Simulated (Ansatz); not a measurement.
Zn6O6, a cluster cut from wurtzite ZnO (bare). Charge 0, multiplicity 1. Geometry PBE-D4/def2-SVP; atoms count from 1.

```xyz
12

Zn    0.4908   -1.6473   -1.0053
O     2.1153   -0.8666   -0.3708
O     0.0030   -0.0862   -2.3143
Zn    1.2935    0.8446   -1.2564
Zn    1.5675    0.0254    1.2276
O     1.2812    1.8994    0.3368
O    -1.2813   -1.8995   -0.3368
Zn   -1.5674   -0.0252   -1.2276
Zn   -1.2934   -0.8447    1.2563
O    -0.0030    0.0862    2.3143
O    -2.1154    0.8667    0.3708
Zn   -0.4909    1.6472    1.0054
```

Single mean-field runs in def2-TZVP are fitted with def2-universal-jkfit.

Q: Estimate the Mulliken populations from the PBE0/def2-TZVP orbitals of Ansatz.

A: 
```csv
atom,charge (e),d electrons
Zn1,0.75,10.05
O2,-0.75,–
O3,-0.75,–
Zn4,0.75,10.05
Zn5,0.75,10.05
O6,-0.75,–
O7,-0.75,–
Zn8,0.75,10.05
Zn9,0.75,10.05
O10,-0.75,–
O11,-0.75,–
Zn12,0.75,10.05
```
Mulliken values and Mayer orders depend strongly on the basis.

Q: And the Mayer bond orders between bonded heavy atoms (over 0.3)?

A: Zn1–O2 0.69 (1.91 Å); Zn1–O3 0.41 (2.09 Å); Zn1–O7 0.69 (1.91 Å); O2–Zn4 0.41 (2.09 Å); O2–Zn5 0.69 (1.91 Å); O3–Zn4 0.69 (1.91 Å); O3–Zn8 0.69 (1.91 Å); Zn4–O6 0.69 (1.91 Å); Zn5–O6 0.41 (2.09 Å); Zn5–O10 0.69 (1.91 Å); O6–Zn12 0.69 (1.91 Å); O7–Zn8 0.41 (2.09 Å); O7–Zn9 0.69 (1.91 Å); Zn8–O11 0.69 (1.91 Å); Zn9–O10 0.69 (1.91 Å); Zn9–O11 0.41 (2.09 Å); O10–Zn12 0.41 (2.09 Å); O11–Zn12 0.69 (1.91 Å).
